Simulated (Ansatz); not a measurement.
Born–Oppenheimer molecular dynamics of Cl$_{5}$H$_{3}$NTa (10 atoms, charge 0, multiplicity 1). It starts at the highest image of a converged band, a first-order saddle point between two minima.

Method: Ansatz 0.2.0, RKS PBE/def2-SVP.

| Property | Result |
| --- | --- |
| ensemble | NVE (velocity Verlet) |
| time step | 0.5 fs |
| steps asked | 200 |
| starting velocities drawn for | 100 K |
| seed | 5421 |

First frame:

```xyz
10
Properties=species:S:1:pos:R:3
Ta 0.049 -0.002 0.091
N 2.091 0.118 0.203
H 2.579 0.474 1.034
H 2.691 0.155 -0.629
Cl 0.194 0.272 2.413
Cl 0.495 -0.597 -2.130
Cl -0.820 2.063 -0.361
Cl -1.765 -1.451 0.248
Cl 1.542 -2.824 0.734
H 2.112 -1.609 0.537
```

(1) How far do the bonds stretch over the last three quarters of this one trajectory? (Pairs bonded in most of those frames.)

Answers

(1) 
```json
{"bond": "Ta1–N2", "mean (Å)": "2.051", "spread (Å)": "0.027", "shortest": "2.01", "longest": "2.09"}
{"bond": "Ta1–Cl5", "mean (Å)": "2.354", "spread (Å)": "0.015", "shortest": "2.33", "longest": "2.37"}
{"bond": "Ta1–Cl6", "mean (Å)": "2.346", "spread (Å)": "0.012", "shortest": "2.33", "longest": "2.36"}
{"bond": "Ta1–Cl7", "mean (Å)": "2.288", "spread (Å)": "0.005", "shortest": "2.28", "longest": "2.30"}
{"bond": "Ta1–Cl8", "mean (Å)": "2.327", "spread (Å)": "0.009", "shortest": "2.31", "longest": "2.34"}
{"bond": "Ta1–Cl9", "mean (Å)": "3.175", "spread (Å)": "0.023", "shortest": "3.13", "longest": "3.22"}
{"bond": "N2–H3", "mean (Å)": "1.027", "spread (Å)": "0.010", "shortest": "1.01", "longest": "1.04"}
{"bond": "N2–H4", "mean (Å)": "1.028", "spread (Å)": "0.008", "shortest": "1.01", "longest": "1.04"}
{"bond": "Cl9–H10", "mean (Å)": "1.373", "spread (Å)": "0.013", "shortest": "1.35", "longest": "1.39"}
```

Mean temperature of the second half: 38 K. The conserved energy stayed within 0.023 meV per atom of its start (net change 0.017 meV per atom), so the integration is sound. A run of 0.1 ps of so small a system gives no equilibrium averages. The orbitals stay closed-shell, which can raise the energy where a bond breaks towards radicals; this wasn't checked here.

Run time: 8.2 min on 4 threads of Arm Neoverse V2, with other jobs on the host, peak memory 0.26 GiB.
